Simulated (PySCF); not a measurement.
Members of one series of related molecules.

All values: CAM-B3LYP/def2-SVPD (PySCF) at PBE0-D3(BJ)/def2-SVP geometries, gas phase, one conformer each. Core orbitals are frozen in the response; Δα² is half the sum of the squared differences of the principal polarisabilities. The calculation is non-relativistic, for germanium and selenium too.

Task: Rank by HOMO–LUMO gap, lowest first.
A. `CC[SiH2][SeH]`
B. `FB(F)[SiH2][SeH]`
C. `[GeH3][O][SiH2][SeH]`
D. `N#C[SiH2][SeH]`
E. `CS[SiH2][SeH]`

Result: B (8.19 eV), E (8.54 eV), D (8.70 eV), A (8.85 eV), C (8.97 eV).

Task: Rank by dipole moment, highest first.
A. `[CH3:1][CH2:2][SiH2:3][SeH:4]` with C1–C2–Si3–Se4 179°, C2–Si3–Se4–H -65°
B. `[F:1][B:2]([F:3])[SiH2:4][SeH:5]` with F1–B2–Si4–Se5 170°, B2–Si4–Se5–H 4°
C. `[GeH3:1][O:2][SiH2:3][SeH:4]` with Ge1–O2–Si3–Se4 -33°, O2–Si3–Se4–H -68°
D. `[CH3:1][S:2][SiH2:3][SeH:4]` with C1–S2–Si3–Se4 179°, S2–Si3–Se4–H 2°
E. `[N:1]#[C:2][SiH2:3][SeH:4]` with C2–Si3–Se4–H 67°

Result: E (3.24 D), D (2.05 D), A (1.74 D), C (1.17 D), B (0.50 D).

Task: Rank by HOMO energy, highest first.
A. `[SeH][SiH2]CC`
B. `[O]([SiH2][SeH])[GeH3]`
C. `N#C[SiH2][SeH]`

Result: A (-8.16 eV), B (-8.44 eV), C (-9.00 eV).

All values together:

```tsv
SMILES	formula	μ (D)	HOMO (eV)	LUMO (eV)	α (Å³)	Δα (Å³)	electrons	α per electron (Å³)	ΔSCF removal energy (eV)
N#C[SiH2][SeH]	CH3NSeSi	3.24	-9.00	-0.30	10.35	3.65	64	0.162	10.02
[GeH3][O][SiH2][SeH]	GeH6OSeSi	1.17	-8.44	0.53	13.04	2.79	94	0.139	9.40
CS[SiH2][SeH]	CH6SSeSi	2.05	-8.32	0.22	13.46	5.80	76	0.177	9.18
CC[SiH2][SeH]	C2H8SeSi	1.74	-8.16	0.68	12.26	4.39	68	0.180	9.11
[SeH][SiH2]C1CCC1	C4H10SeSi	1.91	-8.11	0.69	14.98	4.69	82	0.183	8.99
FB(F)[SiH2][SeH]	BF2H3SeSi	0.50	-8.47	-0.29	10.42	3.23	74	0.141	9.49
```

Conformers: `[N:1]#[C:2][SiH2:3][SeH:4]` with C2–Si3–Se4–H 67°; `[GeH3:1][O:2][SiH2:3][SeH:4]` with Ge1–O2–Si3–Se4 -33°, O2–Si3–Se4–H -68°; `[CH3:1][S:2][SiH2:3][SeH:4]` with C1–S2–Si3–Se4 179°, S2–Si3–Se4–H 2°; `[CH3:1][CH2:2][SiH2:3][SeH:4]` with C1–C2–Si3–Se4 179°, C2–Si3–Se4–H -65°; `[SeH:1][SiH2:2][CH:3]1[CH2:4][CH2:5][CH2:6]1` with H–Se1–Si2–C3 -65°, Se1–Si2–C3–C4 172°, Si2–C3–C4–C5 -100°, C3–C4–C5–C6 -16°, C4–C5–C6–C3 16°, Si2–C3–C6–C5 100°; `[F:1][B:2]([F:3])[SiH2:4][SeH:5]` with F1–B2–Si4–Se5 170°, B2–Si4–Se5–H 4°.

Task: By how much does the ΔSCF value exceed −ε(HOMO) over the species that have both?

Result: By 0.85 to 1.02 eV, 0.95 eV on average, over 6 species.
